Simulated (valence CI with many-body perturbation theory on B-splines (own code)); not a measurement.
## Ladder of approximations for V X

Computed by relativistic CI+MBPT: four valence electrons over a frozen Dirac-Fock core [Ne], a basis of 11 s, 11 p, 9 d, 7 f, 5 g, 2 h, 1 i functions for each j, with the one-electron correlation potential Σ1, the two-electron term Σ2, the three-electron term Σ3, Breit, model QED; selected CI, second order for the rest, scaled by the run's own slope (own B-spline code, finite nucleus).

No measured levels were compared; by estimate levels of excited configurations hold to 0.05 to 0.15 % of their energy, terms of the ground configuration to about 0.5 %.

Each rung adds one term. CI alone is the Dirac-Coulomb CI over the frozen core; QED comes last and gives the full result, which names the levels. Energies are above 3s2 3p2 3P_0 on the same rung, in cm⁻¹.

Names give the largest LS component (configuration and term), which can be under half, so a name can repeat, a term be missing and a line seem to break the LS rules; names also repeat where a configuration has a term twice.

```tsv
Level	CI alone
3s2 3p2 3P_1	4255
3s2 3p2 3P_2	9625
3s2 3p2 1D_2	33060
3s2 3p2 1S_0	68770
3s 3p3 5S°_2	160632
3s 3p3 3D°_1	221105
3s 3p3 3D°_2	221223
3s 3p3 3D°_3	222342
3s 3p3 3P°_0	254777
3s 3p3 3P°_1	255030
3s 3p3 3P°_2	255223
3s 3p3 1D°_2	281214
3s 3p3 3S°_1	333212
3s2 3p 3d 3F°_2	339964
3s 3p3 1P°_1	345724
3s2 3p 3d 3F°_3	343478
```

Question: What do these energies become with core correlation, Breit and QED?

Answer: 3s2 3p2 3P_1 4186 (-69); 3s2 3p2 3P_2 9435 (-190); 3s2 3p2 1D_2 32604 (-456); 3s2 3p2 1S_0 67960 (-810); 3s 3p3 5S°_2 161301 (+670); 3s 3p3 3D°_1 220969 (-137); 3s 3p3 3D°_2 221065 (-158); 3s 3p3 3D°_3 222095 (-247); 3s 3p3 3P°_0 254026 (-750); 3s 3p3 3P°_1 254238 (-793); 3s 3p3 3P°_2 254423 (-800); 3s 3p3 1D°_2 279958 (-1256); 3s 3p3 3S°_1 328305 (-4907); 3s2 3p 3d 3F°_2 338442 (-1522); 3s 3p3 1P°_1 341732 (-3992); 3s2 3p 3d 3F°_3 341856 (-1622).

Question: How does the ionisation energy move along the ladder, and which term matters most?

Answer: CI alone 229.30, + Σ1 229.85, + Σ2 229.70, + Σ3 229.61, + Breit 229.54, + QED 229.55 eV. The largest step is Σ1, 0.56 eV. NIST lists 230.5 ± 0.5 eV (semi-empirical).
